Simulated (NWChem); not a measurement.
All runs are NWChem calculations. System: CF (+1), charge 1, spin multiplicity 1, at a geometry optimised with PBE0/def2-SVP. The structure started from a generated list of species. Level: CCSD(T)/def2-TZVP, 2 core orbitals frozen.

Job file:

```
start mol
memory heap 100 mb stack 700 mb global 1900 mb
charge 1
geometry units angstroms nocenter noautoz
  C      0.000000     0.000000     0.692096
  F      0.000000     0.000000    -0.461397
  symmetry group C2v
end
basis spherical
  * library def2-tzvp
end
scf
  rhf
  nopen 0
  maxiter 100
  thresh 1e-7
  semidirect memsize 60000000 filesize 0
end
ccsd
  freeze core 2
  maxiter 60
end
task ccsd(t) energy
```

Part of the output:

```
             Northwest Computational Chemistry Package (NWChem) 7.3.0
             --------------------------------------------------------

                                NWChem Input Module
                                -------------------

 Scaling coordinates for geometry "geometry" by  1.889725989
 (inverse scale =  0.529177249)

 Turning off AUTOSYM since
 SYMMETRY directive was detected!

                             Geometry "geometry" -> ""
                             -------------------------

 Output coordinates in angstroms (scale by  1.889725989 to convert to a.u.)

  No.       Tag          Charge          X              Y              Z
 ---- ---------------- ---------- -------------- -------------- --------------
    1 C                    6.0000     0.00000000     0.00000000     0.69209600
    2 F                    9.0000     0.00000000     0.00000000    -0.46139700

 Effective nuclear repulsion energy (a.u.)      24.7730774664

            Nuclear Dipole moment (a.u.)
            ----------------------------
        X                 Y               Z
 ---------------- ---------------- ----------------
     0.0000000000     0.0000000000     0.0000056692

      Symmetry information
      --------------------

 Group name             C2v
 Group number             16
 Group order               4
 No. of unique centers     2

      Symmetry unique atoms

     1    2


 Summary of "ao basis" -> "" (spherical)
 ------------------------------------------------------------------------------
       Tag                 Description            Shells   Functions and Types
 ---------------- ------------------------------  ------  ---------------------
 *                         def2-tzvp                  on all atoms

 Summary of "ao basis" -> "ao basis" (spherical)
 ------------------------------------------------------------------------------
       Tag                 Description            Shells   Functions and Types
 ---------------- ------------------------------  ------  ---------------------
 C                         def2-tzvp                11       31   5s3p2d1f
 F                         def2-tzvp                11       31   5s3p2d1f

                                 NWChem SCF Module
                                 -----------------

  ao basis        = "ao basis"
  functions       =    62
  atoms           =     2
  closed shells   =     7
  open shells     =     0
  charge          =   1.00
  wavefunction    = RHF
  use symmetry    = T
  symmetry adapt  = T

 Summary of "ao basis" -> "ao basis" (spherical)
 ------------------------------------------------------------------------------
       Tag                 Description            Shells   Functions and Types
 ---------------- ------------------------------  ------  ---------------------
 C                         def2-tzvp                11       31   5s3p2d1f
 F                         def2-tzvp                11       31   5s3p2d1f

      Symmetry analysis of basis
      --------------------------

        a1         28
        a2          6
        b1         14
        b2         14

 Forming initial guess at       0.0s

      Superposition of Atomic Density Guess
      -------------------------------------

 Sum of atomic energies:        -137.08940657

 Renormalizing density from      15.00 to     14

      Non-variational initial energy
      ------------------------------

 Total energy =    -131.454686
 1-e energy   =    -222.454925
 2-e energy   =      66.227162
[...]
task        26 out of       253 done  10%  at       0.1 secs
task        38 out of       253 done  15%  at       0.2 secs
task        51 out of       253 done  20%  at       0.2 secs
task        64 out of       253 done  25%  at       0.2 secs
task        76 out of       253 done  30%  at       0.3 secs
task        89 out of       253 done  35%  at       0.3 secs
task       102 out of       253 done  40%  at       0.3 secs
task       114 out of       253 done  45%  at       0.3 secs
task       127 out of       253 done  50%  at       0.4 secs
task       140 out of       253 done  55%  at       0.4 secs
task       152 out of       253 done  60%  at       0.4 secs
task       165 out of       253 done  65%  at       0.4 secs
task       178 out of       253 done  70%  at       0.4 secs
task       190 out of       253 done  75%  at       0.4 secs
task       203 out of       253 done  80%  at       0.5 secs
task       216 out of       253 done  85%  at       0.5 secs
task       228 out of       253 done  90%  at       0.5 secs
task       241 out of       253 done  95%  at       0.5 secs
task       253 out of       253 done 100%  at       0.5 secs
 commencing triples evaluation - blocking       1
 ccsd(t): done        1 out of       55 progress:    1.8%
 ccsd(t): done        2 out of       55 progress:    3.6%
 ccsd(t): done        3 out of       55 progress:    5.5%
 ccsd(t): done        4 out of       55 progress:    7.3%
 ccsd(t): done        5 out of       55 progress:    9.1%
 ccsd(t): done        6 out of       55 progress:   10.9%
 ccsd(t): done        7 out of       55 progress:   12.7%
 ccsd(t): done        8 out of       55 progress:   14.5%
 ccsd(t): done        9 out of       55 progress:   16.4%
 ccsd(t): done       10 out of       55 progress:   18.2%
 ccsd(t): done       11 out of       55 progress:   20.0%
 ccsd(t): done       12 out of       55 progress:   21.8%
 ccsd(t): done       13 out of       55 progress:   23.6%
 ccsd(t): done       14 out of       55 progress:   25.5%
 ccsd(t): done       15 out of       55 progress:   27.3%
 ccsd(t): done       16 out of       55 progress:   29.1%
 ccsd(t): done       17 out of       55 progress:   30.9%
 ccsd(t): done       18 out of       55 progress:   32.7%
 ccsd(t): done       19 out of       55 progress:   34.5%
 ccsd(t): done       20 out of       55 progress:   36.4%
 ccsd(t): done       21 out of       55 progress:   38.2%
 ccsd(t): done       22 out of       55 progress:   40.0%
 ccsd(t): done       23 out of       55 progress:   41.8%
 ccsd(t): done       24 out of       55 progress:   43.6%
 ccsd(t): done       25 out of       55 progress:   45.5%
 ccsd(t): done       26 out of       55 progress:   47.3%
 ccsd(t): done       27 out of       55 progress:   49.1%
 ccsd(t): done       28 out of       55 progress:   50.9%
 ccsd(t): done       29 out of       55 progress:   52.7%
 ccsd(t): done       30 out of       55 progress:   54.5%
 ccsd(t): done       31 out of       55 progress:   56.4%
 ccsd(t): done       32 out of       55 progress:   58.2%
 ccsd(t): done       33 out of       55 progress:   60.0%
 ccsd(t): done       34 out of       55 progress:   61.8%
 ccsd(t): done       35 out of       55 progress:   63.6%
 ccsd(t): done       36 out of       55 progress:   65.5%
 ccsd(t): done       37 out of       55 progress:   67.3%
 ccsd(t): done       38 out of       55 progress:   69.1%
 ccsd(t): done       39 out of       55 progress:   70.9%
 ccsd(t): done       40 out of       55 progress:   72.7%
 ccsd(t): done       41 out of       55 progress:   74.5%
 ccsd(t): done       42 out of       55 progress:   76.4%
 ccsd(t): done       43 out of       55 progress:   78.2%
 ccsd(t): done       44 out of       55 progress:   80.0%
 ccsd(t): done       45 out of       55 progress:   81.8%
 ccsd(t): done       46 out of       55 progress:   83.6%
 ccsd(t): done       47 out of       55 progress:   85.5%
 ccsd(t): done       48 out of       55 progress:   87.3%
 ccsd(t): done       49 out of       55 progress:   89.1%
 ccsd(t): done       50 out of       55 progress:   90.9%
 ccsd(t): done       51 out of       55 progress:   92.7%
 ccsd(t): done       52 out of       55 progress:   94.5%
 ccsd(t): done       53 out of       55 progress:   96.4%
 ccsd(t): done       54 out of       55 progress:   98.2%
 ccsd(t): done       55 out of       55 progress:  100.0%
 Time for integral evaluation pass     1        0.53
 Time for triples evaluation pass      1        0.23

 pseudo-e(mp4)  -0.15859793985149E-01
 pseudo-e(mp5)   0.18004237082656E-02
        e(t)    -0.14059370276883E-01

 --------------
 CCSD(T) Energy
 --------------
 Reference energy:                    -136.907005087391298

 CCSD corr. energy:                     -0.358446819206819
 T(CCSD) corr. energy:                  -0.015859793985149
 Total CCSD+T(CCSD) energy:           -137.281311700583274

 CCSD corr. energy:                     -0.358446819206819
 (T) corr. energy:                      -0.014059370276883
 Total CCSD(T) energy:                -137.279511276875013

 routine      calls  cpu(0)   cpu-min  cpu-ave  cpu-max   i/o
 aoccsd          1     0.00     0.00     0.00     0.00    0.00
 iterdrv         1     0.01     0.01     0.01     0.01    0.00
 pampt          11     0.01     0.01     0.01     0.01    0.00
 t2pm           11     0.02     0.02     0.02     0.02    0.00
 sxy            11     0.06     0.06     0.06     0.06    0.00
 ints       702955     7.73     7.73     7.73     7.73    0.00
 t2eri        2783     0.63     0.63     0.63     0.63    0.00
 idx2         2783     0.07     0.07     0.07     0.07    0.00
 idx34          11     0.01     0.01     0.01     0.01    0.00
 ht2pm          11     0.03     0.03     0.03     0.03    0.00
 itm            11     0.09     0.09     0.09     0.09    0.00
 pdiis          11     0.00     0.00     0.00     0.00    0.00
 triples         1     0.00     0.00     0.00     0.00    0.00
 rdtrpo          1     0.00     0.00     0.00     0.00    0.00
 trpmos          1     0.53     0.53     0.53     0.53    0.00
 trpdrv          1     0.03     0.03     0.03     0.03    0.00
 dovvv        8250     0.10     0.10     0.10     0.10    0.00
 doooo        8250     0.02     0.02     0.02     0.02    0.00
 tengy        6875     0.07     0.07     0.07     0.07    0.00
 Total                 9.41     9.41     9.41     9.41    0.00

 Task  times  cpu:       10.0s     wall:       10.0s

 Total times  cpu:       10.0s     wall:       10.0s
```
